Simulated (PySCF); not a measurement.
# Worked example: chemical shift, span and skew from a shielding tensor

C2H5NOSi, SMILES N#CC[SiH2]O. Atoms are numbered in the order given.

```xyz
10

N     -0.3326    -2.8634     0.0000
C      0.1976    -1.8321     0.0000
C      0.8017    -0.5104     0.0000
Si    -0.5041     0.8685     0.0000
O      0.4071     2.2641     0.0000
H      1.4444    -0.3881    -0.8878
H      1.4444    -0.3881     0.8878
H     -1.3545     0.7442     1.2168
H     -1.3545     0.7442    -1.2168
H     -0.0470     3.1144     0.0000
```

The structure is a stationary point at B3LYP-D3(BJ)/def2-SVP. The structure was generated by enumeration, and PubChem lists no compound with its InChIKey, so it may never have been made. Other conformers were not sampled.

GIAO shieldings from KT2/pcSseg-1 in PySCF, non-relativistic, no solvent. The symmetric part of the tensor of C3 has the principal values 161.6, 174.6, 204.0 ppm. The same nucleus in TMS has σ = 185.1 ppm at this level (PySCF, at its B3LYP-D3(BJ)/def2-TZVP geometry).

Problem. Work out the isotropic shielding, the ¹³C shift against TMS, the span and the skew.

Solution. 
σ(iso) = (σ11 + σ22 + σ33)/3 = 180.1 ppm. δ = σ(ref) − σ(iso) = 185.1 − (180.1) = 5.0 ppm.
Span Ω = σ33 − σ11 = 42.4 ppm. Skew κ = 3(σ(iso) − σ22)/Ω = 0.39. Tumbling in solution averages the tensor to δ; in a static solid the shielding alone would spread this spin-1/2 line over Ω.
